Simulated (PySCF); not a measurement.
C4H13NSi.
SMILES with atom numbers: `[CH3:1][CH2:2][CH2:3][N:4]([CH3:5])[SiH3:6]` (hydrogens: H7, H8, H9 on C1; H10, H11 on C2; H12, H13 on C3; H14, H15, H16 on C5; H17, H18, H19 on Si6)

Torsions of this conformer, `[CH3:1][CH2:2][CH2:3][N:4]([CH3:5])[SiH3:6]`: C1–C2–C3–N4 -59°, C2–C3–N4–C5 -71°.

The closed-shell ground state was solved at several levels (PySCF, density fitting, gas phase, non-relativistic). The structure is a single PBE0-D3(BJ)/def2-SVP conformer in the gas phase; no vibrational or solvent corrections.

```
              level  basis functions  total energy (Eh)  HOMO (eV)  LUMO (eV)  gap (eV)  dipole (D)
CAM-B3LYP/def2-SVPD              228          -504.1431      -7.65       1.17      8.82        0.99
       PBE/pcSseg-1              174          -504.0064      -4.99      -0.10      4.89        0.99
   PBE0/aug-cc-pVDZ              259          -504.1250      -6.24      -0.15      6.09        0.98
     B97-2/pcSseg-1              174          -504.3943      -6.04       0.80      6.84        0.98
       KT3/pcSseg-1              174          -510.1621      -5.11      -0.09      5.02        0.92
```

(1) What might PBE0/pcSseg-1 (174 basis functions) give for the same quantities?

(2) Over all these levels, which gives the widest orbital gap and which the narrowest?

(3) In the pcSseg-1 basis, how does the gap go with the fixed share of exact exchange?

(4) How far do the dipole and the HOMO energy spread over the levels?

Answers

(1) Total energy -504.0709 Eh, HOMO -6.28 eV, LUMO 0.75 eV, gap 7.03 eV, dipole 0.98 D.

(2) CAM-B3LYP/def2-SVPD (range-separated hybrid) has the widest, 8.82 eV, and PBE/pcSseg-1 (GGA) the narrowest, 4.89 eV. Functional and basis both differ between the two, so the spread mixes both effects.

(3) PBE (0 %) 4.89 eV; KT3 (0 %) 5.02 eV; B97-2 (21 %) 6.84 eV; PBE0 (25 %) 7.03 eV. Each rise in the share widens the gap here.

(4) The dipole runs from 0.92 to 0.99 D (mean 0.97 D) and the HOMO from -7.65 to -4.99 eV.
